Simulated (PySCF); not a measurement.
A PySCF script (with the pyscf-properties extension) for the NMR shieldings of `CC[C@@]1(OC(F)F)O[C@H]1C`, C6H10F2O2, on a GFN2-xTB geometry:

```python
import basis_set_exchange as bse
import numpy as np
from pyscf import gto, dft
from pyscf.prop import nmr

atoms = """
C    -0.350115    1.977697   -0.694677
C     0.090081    1.142035    0.503073
C     0.237930   -0.312662    0.118757
O     1.297430   -0.546896   -0.790828
C     2.503877   -0.769408   -0.225433
F     3.200659    0.389583   -0.066252
F     3.239963   -1.519367   -1.056969
O     0.093498   -1.293200    1.088902
C    -0.861798   -1.284729    0.044537
C    -2.294276   -0.971530    0.380753
H     0.367118    1.872888   -1.504130
H    -0.409531    3.025614   -0.414749
H    -1.324607    1.653929   -1.050677
H    -0.628337    1.219407    1.319208
H     1.056241    1.497976    0.868523
H     2.451813   -1.266125    0.759930
H    -0.721497   -2.094825   -0.667230
H    -2.787372   -1.874943    0.732574
H    -2.808197   -0.616026   -0.508923
H    -2.358028   -0.218739    1.160574
"""
names = dict.fromkeys(["C", "O", "F", "H"], "pcSseg-1")
basis = {el: gto.basis.parse(bse.get_basis(n, elements=[el], fmt="nwchem")) for el, n in names.items()}
mol = gto.M(atom=atoms, basis=basis, charge=0, verbose=0)
mf = dft.RKS(mol, xc="PBE0")
mf.grids.level = 2
mf.grids.alignment = dft.numint.BLKSIZE   # the property module wants whole blocks of grid points
mf.conv_tol = 1e-9
mf.kernel()

calc = nmr.RKS(mf)   # GIAO
C = mf.mo_coeff
Co = C[:, mf.mo_occ > 0]
resp = mf.gen_response(singlet=True, hermi=2)
def vind(x):   # induced exchange potential for any number of trial vectors
    d = np.einsum("pi,xij,qj->xpq", C, 2 * x.reshape(-1, C.shape[1], Co.shape[1]), Co, optimize=True)
    return np.einsum("xpq,pi,qj->xij", resp(d - d.transpose(0, 2, 1)), C, Co, optimize=True).ravel()
mo1, _ = nmr.rhf.solve_mo1(calc, with_cphf=vind)
sigma = calc.kernel(mo1)
for i, s in enumerate(sigma):   # ppm
    print("%2d %-2s %9.2f" % (i, mol.atom_pure_symbol(i), np.trace(s) / 3))
```

Q: What are the results?

A: 
```
 0 C     175.74
 1 C     157.65
 2 C     100.09
 3 O     186.12
 4 C      63.30
 5 F     262.74
 6 F     276.10
 7 O     248.01
 8 C     127.32
 9 C     170.68
10 H      30.03
11 H      30.59
12 H      30.73
13 H      30.38
14 H      29.27
15 H      25.12
16 H      28.70
17 H      29.94
18 H      30.20
19 H      30.94
```

These numbers come from an equivalent density-fitted implementation of the same equations, which agrees with the script to about 0.01 ppm for H and up to a few tenths of a ppm for heavy atoms, so last digits may differ.

Q: Turn these shieldings into chemical shifts. References, each an isolated molecule treated in the same way: 13C (σ = 186.93 ppm) and 1H (σ = 31.72 ppm) against TMS; 17O (σ = 336.08 ppm) against H2O; CFCl3 for 19F (σ = 170.95 ppm).

A: Averaging equivalent atoms: C 4: 123.6; C 2: 86.8; C 8: 59.6; C 1: 29.3; C 9: 16.2; C 0: 11.2; O 3: 150.0; O 7: 88.1; F 5: -91.8; F 6: -105.1; H 15: 6.60; H 16: 3.02; H 14: 2.44; H 17/18/19: 1.36; H 13: 1.34; H 10/11/12: 1.27 ppm. Unscaled 19F shifts against computed CFCl3 carry errors that often reach 10 to 50 ppm. Experimental scales use liquid or dissolved standards, which lie at an offset from isolated H2O (liquid H2O: subtract about 36 ppm).

Size and cost of the density-fitted run: 220 basis functions, 38 s wall time on 1 thread of an Arm Neoverse V2, shared host; peak memory 1 GiB.
